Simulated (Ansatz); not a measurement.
A made-up structure of CHOSe, doublet:

```xyz
4
angstrom
C -0.1211 0.1542 -0.0756
O -1.3110 0.1703 -0.1305
Se -3.0537 0.0461 0.5077
H 0.5271 0.9790 -0.4284
```

It is relaxed with PBE-D4/def2-SVP and then PBE0-D4/def2-TZVP (Ansatz 0.2.0). Atoms count as bonded within 1.22 times the sum of their covalent radii (H–H: 0.88 Å). The end point is not checked to be a true minimum.

Q: Does its bonding change? (Judge from chemistry; the calculation decides.)

A: Computed: No: no bond forms or breaks.

Where it ends: The first stage lowers the energy by 0.31 eV in 6 steps. It ends as CHOSe ([CH][O][Se]):
```
4
angstrom
C -0.1666 0.1504 -0.0570
O -1.3225 0.4751 -0.0508
Se -3.0496 -0.1205 0.4691
H 0.5801 0.8446 -0.4881
```

Labels in which every atom is bracketed show which atoms are joined, not bond orders.

For scale, one of the runs: PBE0-D4/def2-TZVP relaxation, 116 basis functions, launched by `ansatz run in.yaml --threads 2 --pin off --events-out ev --progress --plain --max-ram 4352MiB`. The run took about 36 s on 2 CPU threads of an Arm Neoverse V1 (shared host).
